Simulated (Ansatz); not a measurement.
Reactions of C$_{9}$H$_{21}$FSi (`CC(C)[Si](F)(C(C)C)C(C)C`).

Program: Ansatz. Geometries: PBE0-D4/def2-TZVP. ΔE: electronic, gas phase. CCSD(T)/CBS is the MP2 limit (def2-TZVPP, def2-QZVPP) plus CCSD(T) − MP2 in def2-TZVPP, frozen cores. This one scheme is used for every species, atoms too. Functionals use def2-TZVPP. B3LYP here is the variant with VWN-RPA as its local correlation; programs differ in this. Open shells (•) are unrestricted, without spin–orbit coupling. Spin–orbit coupling would lower the free atoms: a little for C, F, Si. Each species was taken in one conformer, which may not be the lowest.

```
                                                            reaction  ωB97M-V (kcal/mol)  B3LYP-D4 (kcal/mol)  CCSD/CBS(def2) (kcal/mol)  revPBE-D4 (kcal/mol)  CCSD(T)/CBS(def2) (kcal/mol)
            `CC(C)[Si](F)(C(C)C)C(C)C` → `CC(C)F` + `CC(C)[Si]C(C)C`               102.4                100.6                      102.8                  98.5                         103.7
            `CC(C)[Si](F)(C(C)C)C(C)C` → `CC(C)C(C)C` + `CC(C)[Si]F`                52.0                 51.8                       51.5                  51.7                          52.7
`CC(C)[Si](F)(C(C)C)C(C)C` + HCl → `CC(C)[Si](Cl)(C(C)C)C(C)C` + H–F                 7.5                  8.0                        7.6                   4.6                           6.5
                `CC(C)[Si](F)(C(C)C)C(C)C` → 9 C• + F• + 21 H• + Si•              3064.5               3056.2                     3021.1                3041.6                        3056.8
```

Largest T1 diagnostic: 0.012, for `CC(C)[Si]F`.
